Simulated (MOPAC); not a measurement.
Input file for MOPAC: AM1 on CH3F3 (a complex).

```
AM1 1SCF PRECISE CHARGE=0 THREADS=1
CH3F3

F     -0.12660359 1     0.09559028 1    -0.06366124 1
H      0.19281855 1     0.62387333 1     0.63389235 1
F      0.75635816 1     0.88914306 1     2.35940335 1
C      0.38930304 1    -0.19003344 1     3.14361875 1
F     -0.71327627 1     0.16048036 1     3.84364928 1
H      1.20943077 1    -0.38860490 1     3.83260488 1
H      0.15119168 1    -1.02064379 1     2.47995361 1
```

Program output:

```
*******************************************************************************
 **                                                                           **
 **                              MOPAC v23.2.5                                **
 **                                                                           **
 *******************************************************************************
 ** MOPAC's Digital Object Identifier: https://doi.org/10.5281/zenodo.6511958 **
 **                                                                           **
 ** Please cite the open-source release paper for use of this MOPAC version:  **
 ** J. E. Moussa and J. J. P. Stewart (2026)                                  **
 ** MOPAC: An open-source semiempirical molecular orbital program             **
 ** J. Open Source Softw., 11(119), 8025, https://doi.org/10.21105/joss.08025 **
 *******************************************************************************

                              AM1 CALCULATION RESULTS

 *******************************************************************************
 *  AM1        - The AM1 Hamiltonian to be used
 *
 *
 *
 *                 CHARGE ON SYSTEM = 0
 *
 *
 *
 *  PRECISE    - TIGHTER CRITERIA TO BE USED
 *  1SCF       - DO 1 SCF AND THEN STOP
 *  THREADS=1  - MULTI-THREADING NOT USED
 *  T=         - A TIME OF 172800.0 SECONDS REQUESTED
 *  DUMP=N     - RESTART FILE WRITTEN EVERY 7200.0 SECONDS REQUESTED
 *******************************************************************************
AM1 1SCF PRECISE CHARGE=0 THREADS=1
 CH3F3

   ATOM   CHEMICAL          X               Y               Z
  NUMBER   SYMBOL      (ANGSTROMS)     (ANGSTROMS)     (ANGSTROMS)

     1       F         -0.12660359  *   0.09559028  *  -0.06366124  *
     2       H          0.19281855  *   0.62387333  *   0.63389235  *
     3       F          0.75635816  *   0.88914306  *   2.35940335  *
     4       C          0.38930304  *  -0.19003344  *   3.14361875  *
     5       F         -0.71327627  *   0.16048036  *   3.84364928  *
     6       H          1.20943077  *  -0.38860490  *   3.83260488  *
     7       H          0.15119168  *  -1.02064379  *   2.47995361  *



          CARTESIAN COORDINATES

    NO.       ATOM           X           Y           Z

     1         F         -0.1266      0.0956     -0.0637
     2         H          0.1928      0.6239      0.6339
     3         F          0.7564      0.8891      2.3594
     4         C          0.3893     -0.1900      3.1436
     5         F         -0.7133      0.1605      3.8436
     6         H          1.2094     -0.3886      3.8326
     7         H          0.1512     -1.0206      2.4800

  H: (AM1): M.J.S. DEWAR ET AL, J. AM. CHEM. SOC. 107 3902-3909 (1985)
  C: (AM1): M.J.S. DEWAR ET AL, J. AM. CHEM. SOC. 107 3902-3909 (1985)
  F: (AM1): M.J.S. DEWAR AND E. G. ZOEBISCH, THEOCHEM, 180, 1 (1988).

           Empirical Formula: C H3 F3  =     7 atoms



      MOLECULAR POINT GROUP   :   C1


      RHF CALCULATION, NO. OF DOUBLY OCCUPIED LEVELS = 14


 -------------------------------------------------------------------------------
 AM1 1SCF PRECISE CHARGE=0 THREADS=1
 CH3F3



     1SCF WAS SPECIFIED, SO BFGS WAS NOT USED
     SCF FIELD WAS ACHIEVED


                              AM1 CALCULATION
                                                       MOPAC v23.2.5 Linux




          FINAL HEAT OF FORMATION =       -182.00765 KCAL/MOL =    -761.52001 KJ/MOL


          COSMO AREA              =         97.05 SQUARE ANGSTROMS
          COSMO VOLUME            =         75.90 CUBIC ANGSTROMS

          IONIZATION POTENTIAL    =         12.511437 EV
          HOMO LUMO ENERGIES (EV) =        -12.511  2.598
          NO. OF FILLED LEVELS    =         14
          MOLECULAR WEIGHT        =         72.0299         POINT GROUP:  C1

          MOLECULAR DIMENSIONS (Angstroms)

            Atom       Atom       Distance
            H     6    F     1     4.14733
            F     3    H     7     2.00202
            H     6    F     5     1.87994


          SCF CALCULATIONS        =          1





   ATOM   CHEMICAL          X               Y               Z
  NUMBER   SYMBOL      (ANGSTROMS)     (ANGSTROMS)     (ANGSTROMS)

     1       F         -0.12660359  *   0.09559028  *  -0.06366124  *
     2       H          0.19281855  *   0.62387333  *   0.63389235  *
     3       F          0.75635816  *   0.88914306  *   2.35940335  *
     4       C          0.38930304  *  -0.19003344  *   3.14361875  *
     5       F         -0.71327627  *   0.16048036  *   3.84364928  *
     6       H          1.20943077  *  -0.38860490  *   3.83260488  *
     7       H          0.15119168  *  -1.02064379  *   2.47995361  *

                             CARTESIAN COORDINATES

   1    F       -0.126603590     0.095590280    -0.063661240
   2    H        0.192818550     0.623873330     0.633892350
   3    F        0.756358160     0.889143060     2.359403350
   4    C        0.389303040    -0.190033440     3.143618750
   5    F       -0.713276270     0.160480360     3.843649280
   6    H        1.209430770    -0.388604900     3.832604880
   7    H        0.151191680    -1.020643790     2.479953610


           Empirical Formula: C H3 F3  =     7 atoms



      MOLECULAR POINT GROUP   :   C1


                  EIGENVALUES
 -51.33275 -48.98602 -47.50598 -28.00381 -19.36736 -18.87620 -18.58295 -16.90047
 -15.20069 -14.77166 -14.22193 -13.75757 -13.74662 -12.51144   2.59830   2.92971
   3.34632   3.72508   5.82711


              NET ATOMIC CHARGES AND DIPOLE CONTRIBUTIONS

  ATOM NO.   TYPE          CHARGE      No. of ELECS.   s-Pop       p-Pop
    1          F          -0.302256        7.3023     1.90229     5.39997
    2          H           0.288558        0.7114     0.71144
    3          F          -0.198582        7.1986     1.92289     5.27569
    4          C           0.179499        3.8205     1.21385     2.60665
    5          F          -0.165526        7.1655     1.91708     5.24844
    6          H           0.096532        0.9035     0.90347
    7          H           0.101775        0.8982     0.89823
 DIPOLE           X         Y         Z       TOTAL
 POINT-CHG.     1.267    -1.093     1.364     2.159
 HYBRID         0.181     0.317     0.367     0.518
 SUM            1.448    -0.776     1.732     2.387


          ATOMIC ORBITAL ELECTRON POPULATIONS

     Atom    s        px        py        pz
    1  F   1.90229   1.92948   1.80546   1.66503
    2  H   0.71144
    3  F   1.92289   1.92252   1.59582   1.75735
    4  C   1.21385   0.85678   0.86119   0.88868
    5  F   1.91708   1.53635   1.92170   1.79039
    6  H   0.90347
    7  H   0.89823

 **********************
 *                    *
 * JOB ENDED NORMALLY *
 *                    *
 **********************




 == MOPAC DONE ==
```

The run finished.

Cost: about 0.020 core-seconds (a rough figure).
